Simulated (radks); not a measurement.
The numbers below are computed, except where a source is named.
Spin polarisation of the 5d9 shell in neutral platinum. Start: [Xe] 4f14 5d(up 4.5, down 4.5) 6s(up 0.5, down 0.5); electrons of 5d are moved from spin down to spin up, other shells keep equal spins. Code: a radial shooting solver on a logarithmic mesh with Libxc functionals. Model: scalar-relativistic Kohn-Sham, PBE, spin-polarised, spherical densities, finite nucleus; Fermi nuclear charge, rms radius of each element as measured or else 0.836 A^(1/3) + 0.57 fm.

moment (Bohr magnetons)  E - E(0) (eV)  e(5d up) (eV)  e(5d down) (eV)  6s down minus up (eV)
0                                0.000         -6.143           -6.143                  0.000
0.25                            -0.009         -6.216           -6.069                  0.075
0.5                             -0.037         -6.287           -5.994                  0.150
0.75                            -0.082         -6.356           -5.917                  0.226
1                               -0.146         -6.423           -5.838                  0.301

At moment 1 the spin-polarisation energy is -0.146 eV and the 5d exchange splitting 0.586 eV, that is 0.586 eV per Bohr magneton; E = -I m^2/4 would give I = 0.585 eV.
